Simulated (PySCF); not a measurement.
# How methods differ on the excitation energy of C²⁺

C²⁺ [He] 2s2 (1S) → C²⁺ [He] 2p2 (3P), as a difference of total energies. All numbers are calculated (PySCF 2.14, scalar relativity by spin-free X2C-1e, in dyall-av3z). Correlated levels: valence: 1s2 frozen; virtual orbitals above 40 to 60 times the deepest correlated orbital energy dropped. The calculations carry no spin-orbit coupling.

```csv
method,excitation energy (eV)
UHF,15.410
MP2 (valence),16.448
SCS-MP2 (valence),16.822
CCSD (valence),17.199
```

**Question.** How much does correlation contribute at MP2 (valence)?

**Answer.** 16.448 − (15.410) = 1.038 eV, measured against UHF.

A first-order spin-orbit estimate (lowest level to lowest level, LS coupling) adds -0.007 eV.

With two correlated electrons CCSD is exact in that space.
